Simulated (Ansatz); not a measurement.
Ideal-gas functions of C2H3AlCl2O (`ClC1[CH2][Al]([Cl])[O]1`) at 298.15 K and 1 bar, from an Ansatz frequency run at PBE0-D4/def2-TZVP.

Molar mass 140.93 g/mol, point group C1 (symmetry number 1), electronic degeneracy 1, moments of inertia 85.389, 609.083, 627.969 u Å². Harmonic wavenumbers (cm⁻¹, unscaled): 47, 144, 160, 308, 343, 433, 574, 657, 699, 739, 867, 950, 1018, 1075, 1082, 1267, 1302, 1423, 3098, 3110, 3187.

Use S(trans) = R[1.5 ln M + 2.5 ln T − 1.1517]; rotational temperatures θ = 24.2544 K / I; S(rot) = R[ln(√π/σ · √(T³/θAθBθC)) + 1.5]; for each mode x = 1.438777 ν̃/T, S = R[x/(eˣ − 1) − ln(1 − e⁻ˣ)] and H = RT x/(eˣ − 1); 1 cm⁻¹ = 0.0119627 kJ/mol; R = 8.31446 J/(mol·K).

Task: By hand: the entropy, in J/(mol·K).

Result: Translation 170.6. Rotation: θ = 0.284, 0.0398, 0.0386 K, giving 120.5. Vibration, mode by mode: 20.67, 11.51, 10.67, 5.74, 5.01, 3.55, 2.08, 1.51, 1.29, 1.10, 0.67, 0.48, 0.36, 0.29, 0.28, 0.13, 0.11, 0.07, 0.00, 0.00, 0.00, in all 65.5. Electronic 0.0. Sum 356.6 J/(mol·K).

Task: By hand: H − E and G − E in kJ/mol, counted from the electronic energy.

Result: Zero-point energy ½ × 22483 × 0.0119627 = 134.5; thermal vibration 10.3; translation, rotation and pV give 4 RT = 9.9. H − E = 154.7 kJ/mol, and G − E = 154.7 − 298.15 × 356.6/1000 = 48.4 kJ/mol.

Vibration gives 18 % of the entropy, 32.2 J/(mol·K) of it from the modes under 150 cm⁻¹: soft modes count most, and the harmonic formula is weakest for them. The sum counts one conformer and one mirror image; others add a mixing term.
